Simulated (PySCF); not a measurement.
This script is equivalent to a calculation on N⁺ (nitrogen, charge +1).

```python
from pyscf import gto, scf, dft, mp, cc
import basis_set_exchange as bse
mol = gto.M(atom="N 0 0 0", charge=1, spin=2, symmetry="D2h",
            basis=gto.basis.parse(bse.get_basis("cc-pVTZ-DK", elements=["N"], fmt="nwchem", header=False)),
            nucmod="G")
mf = dft.UKS(mol, xc="MN15").sfx2c1e()
mf.irrep_nelec = {'Ag': (2, 2), 'B1u': (1, 0), 'B2u': (1, 0)}
mf.kernel()
```

Question: What total energy does it give?

Answer: -54.047 hartree (calculated).

Question: Which occupied shell lies highest, and where?

Answer: 2p α, at -24.878 eV.

Question: What is ⟨S²⟩, and what would a pure spin state give?

Answer: 2.001, against 2.00.
